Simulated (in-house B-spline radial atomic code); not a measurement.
The titanium ion Ti²⁺ is squeezed into an impenetrable sphere of radius R (the orbitals vanish at R). No spin polarisation. Method: scalar-relativistic (X2C) PBE, spherical fractional occupations, Fermi nucleus of rms radius 3.5921 fm. Calculated with a radial B-spline atomic code at the basis-set limit.

Energies in eV above the free ion in [Ar] 3d2:

```tsv
R (bohr)	highest level (eV)	[Ar] 3d2	[Ne] 3s2 3p5 3d3
8.14	-19.7	0.0002452	35.23
6.19	-19.6	0.01198	35.24
5.23	-19.5	0.07292	35.31
4.39	-19.1	0.3397	35.64
3.84	-18.4	0.9433	36.4
2.82	-13.5	8.039	44.77
2.46	-8.18	19.76	57.68
2.34	-5.42	27.17	65.63
1.79	21.2	130.9	172.4
1.33	89.5	562.9	600.7
```

(1) Does [Ne] 3s2 3p5 3d3 fall below [Ar] 3d2 under compression?

The highest level is first positive in the row R = 1.79 bohr, pushed up by confinement above the zero of the free ion's potential. Each configuration is held fixed and needn't be the lowest in the sphere.

Results:

(1) No, it stays above over the whole range.
